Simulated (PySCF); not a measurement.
## CHBrF2: core ionisation energies

Species: CHBrF₂.
Cartesian coordinates in Å at the PBE0-D3(BJ)/def2-SVP level; atoms count from 1:
```xyz
5
CHBrF2 angstrom
F     -0.6319    0.7577   -0.9238
C     -0.0769   -0.1108   -0.0885
F      0.7879   -0.8606   -0.7594
Br     0.8438    0.8430    1.3288
H     -0.8482   -0.7398    0.3808
```

Computed with delta-SCF UKS SCAN, pcX-2 on the ionised atom, pcseg-1 elsewhere, spin-free X2C in PySCF 2.14.0. Vertical ΔSCF values, vacuum level as zero.

What binding energy does each computed site have?

```
atom(s)      bonded to  level  binding energy (eV)  count
     C2  2 F, Br and H   C 1s               297.30      1
  F1/F3              C   F 1s               694.30      2
```

Which effective nuclear charge Zeff reproduces each element's mean 1s value in the hydrogen-like formula E = 13.606 eV × Zeff²?

C (Z = 6): mean 297.3 eV, Zeff = 4.67, Z − Zeff = 1.33; F (Z = 9): mean 694.3 eV, Zeff = 7.14, Z − Zeff = 1.86. Means run over the listed sites, weighted by atom count.

Give the binding energy of C 1s of C2 in hartree and in kJ/mol.

297.30 eV = 10.9256 Eh = 28685 kJ/mol.

The first atom of each set that the bonding makes equivalent was ionised and stands for the set. No level of bromine is listed. Isolated species at its PBE0-D3(BJ)/def2-SVP geometry, gas phase.
